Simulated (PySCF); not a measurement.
Isomers of CH13NOSi4, one GFN2-xTB conformer each. Single-point energies are computed at PBE0/pcSseg-1 (PySCF, gas phase, no added dispersion term), electronic only.

Problem. Rank them by PBE0/pcSseg-1 energy, lowest first (kJ/mol).
A. `[CH3:1][SiH2:2][Si@:3]([OH:4])([SiH3:5])[SiH2:6][NH2:7]` with C1–Si2–Si3–O4 -67°, Si2–Si3–O4–H -64°, Si2–Si3–Si6–N7 64°, Si3–Si6–N7–H -52° and 172°
B. `[CH3:1][Si@:2]([OH:3])([SiH2:4][NH2:5])[SiH2:6][SiH3:7]` with C1–Si2–O3–H 56°, C1–Si2–Si4–N5 -86°, Si2–Si4–N5–H 53° and -171°, C1–Si2–Si6–Si7 72°
C. `[CH3:1][Si@@H:2]([O:3][SiH3:4])[N:5]([SiH3:6])[SiH3:7]` with C1–Si2–O3–Si4 7°, C1–Si2–N5–Si6 51°
D. `[CH3:1][SiH2:2][O:3][Si@@H:4]([NH2:5])[SiH2:6][SiH3:7]` with C1–Si2–O3–Si4 52°, Si2–O3–Si4–N5 -36°, O3–Si4–N5–H -44° and 177°, O3–Si4–Si6–Si7 -2°

Solution. C (0.0), D (84.3), B (190.2), A (202.1).

As drawn, the highest has an O–H bond, an N–H bond and an Si–Si bond, which the lowest lacks. GFN2-xTB itself gives, in the same order: 0.0, 230.3, 432.2, 434.5. Both levels put the same isomer lowest; measured from each level's own lowest isomer, the values differ by up to 242.0 kJ/mol (C[Si@](O)([SiH2]N)[SiH2][SiH3]: 432.2 against 190.2).

Problem. Which frontier levels, dipoles and rotational constants go with these structures?

Solution. 
| SMILES | HOMO (eV, PBE0/pcSseg-1) | LUMO (eV) | dipole (D) | A, B, C (MHz) |
| --- | --- | --- | --- | --- |
| C[Si@@H](O[SiH3])N([SiH3])[SiH3] | -7.35 | 0.11 | 0.91 | 1812, 785.6, 590.7 |
| C[SiH2]O[Si@@H](N)[SiH2][SiH3] | -7.31 | -0.54 | 2.08 | 1438, 738.4, 552.1 |
| C[Si@](O)([SiH2]N)[SiH2][SiH3] | -7.18 | -0.76 | 1.51 | 1291, 803.2, 609.1 |
| C[SiH2][Si@](O)([SiH3])[SiH2]N | -7.18 | -1.17 | 1.29 | 1056, 923.0, 666.9 |
